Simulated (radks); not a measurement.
Charge is removed step by step from the 4p up level of neutral gallium, starting from [Ar] 3d10 4s2 4p(up 1, down 0). All-electron calculation, scalar-relativistic Kohn-Sham, PBE, spin-polarised, spherical densities, finite nucleus; Fermi nuclear charge, rms radius 3.9973 fm. Program: a radial shooting solver on a logarithmic mesh with Libxc functionals.

removed (e)	E - E(0) (eV)	eigenvalue (eV)	E minus straight line (eV)
0	0.000	-2.870	0.000
0.25	0.894	-4.302	-0.574
0.5	2.158	-5.825	-0.778
0.75	3.813	-7.421	-0.592
1	5.873	-9.068	0.000

Removing the whole electron costs 5.873 eV by Delta-SCF, against 2.870 eV from minus the eigenvalue at the starting occupation. Slater's transition state (half an electron removed) gives 5.825 eV. Integrating minus the eigenvalue over the occupation (Janak's theorem) gives 5.873 eV. In this scalar-relativistic scheme the density is built from large components alone, so the theorem holds only approximately. The mean slope of the eigenvalue, de/dn, is 6.20 eV per electron. Ionisation energy of Ga in the NIST Atomic Spectra Database: 5.999 eV (measured).
